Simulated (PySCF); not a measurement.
Method: TPSSh-D3(BJ)/def2-TZVP // BP86-D3(BJ)/def2-SVP (PySCF). Gas-phase values, no solvent. One relaxed conformer stands for a flexible species; it need not be the lowest. 

Reference species: [Sc(Cl)3] (neutral, multiplicity 1).

- coordination number = 3
- charge on the central atom (Mulliken) = 1.17 e
- mean distance from the central atom to its bonded neighbours = 2.271 Å

Changed species: [Sc(Cl)2(NH2)] (1 of 3 Cl replaced by NH2; the reference has 0 of 3 Cl replaced by NH2).

**Question.** Give the shifts of the coordination number, charge on the central atom (Mulliken) and mean distance from the central atom to its bonded neighbours.

**Answer.** the coordination number is nearly the same; the charge on the central atom (Mulliken) goes up by 0.05 e, to 1.22 e; the mean distance from the central atom to its bonded neighbours drops by 0.090 Å, to 2.181 Å.
